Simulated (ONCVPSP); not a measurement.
Which change was made? (S, ONCV)

- Element: sulfur
- Generator: ONCVPSP 4.0.1
- Type: optimised norm-conserving Vanderbilt (ONCV)
- Functional: PBE
- Relativity: non-relativistic
- Frozen core: [Ne]
- Valence charge: 6
- Reference configuration: 3s2 3p4
- Partial waves: 3s: rc 1.30 bohr, ncon 4, nbas 7, qcut 4.2 1/bohr, 3 projectors, debl 2.7 Ha; 3p: rc 1.75 bohr, ncon 5, nbas 10, qcut 4.5 1/bohr, 1 projector
- Local potential: polynomial inside 1.20 bohr (lpopt 2, dvloc0 1 Ha)
- Core correction: none

Cutoffs, loose and tight: the cutoffs (Ha) at which the residual kinetic energy of the hardest occupied pseudo-wave falls to 1 and 0.1 mHa per electron. They do not see the model core or the augmentation charge, which bear on the density cutoff. Test errors are all-electron minus pseudo excitation energies from the reference, over the configurations 3s2 3p3; 3s2 3p2; 3s2 3p1; 3s1 3p4; variants that change the core or the reference have their own tests.

The base gives: outcome: generated; cutoff, loose: 23 Ha; cutoff, tight: 55 Ha; bound ghosts: s; GHOST(+) flags above zero: s; largest test error (meV): +44.

**Question.** After one change the result is: outcome: generated; cutoff, loose: 52 Ha; cutoff, tight: 67 Ha; bound ghosts: s; GHOST(+) flags above zero: s; largest test error (meV): +55. Which change was it?
A. s: qcut 3.2; p: qcut 3.4
B. s: qcut 6; p: qcut 6.5
C. s: qcut 3.9; p: qcut 4.2
D. s: qcut 4.5; p: qcut 4.8

**Answer.** A. The others give: s: qcut 4.5; p: qcut 4.8 → outcome: generated; cutoff, loose: 19 Ha; cutoff, tight: 47 Ha; bound ghosts: s; GHOST(+) flags above zero: s; largest test error (meV): +44 | s: qcut 6; p: qcut 6.5 → outcome: generated; cutoff, loose: 13 Ha; cutoff, tight: 17 Ha; bound ghosts: s; GHOST(+) flags above zero: s; largest test error (meV): +50 | s: qcut 3.9; p: qcut 4.2 → outcome: generated; cutoff, loose: 29 Ha; cutoff, tight: 60 Ha; bound ghosts: s; GHOST(+) flags above zero: s; largest test error (meV): +46.
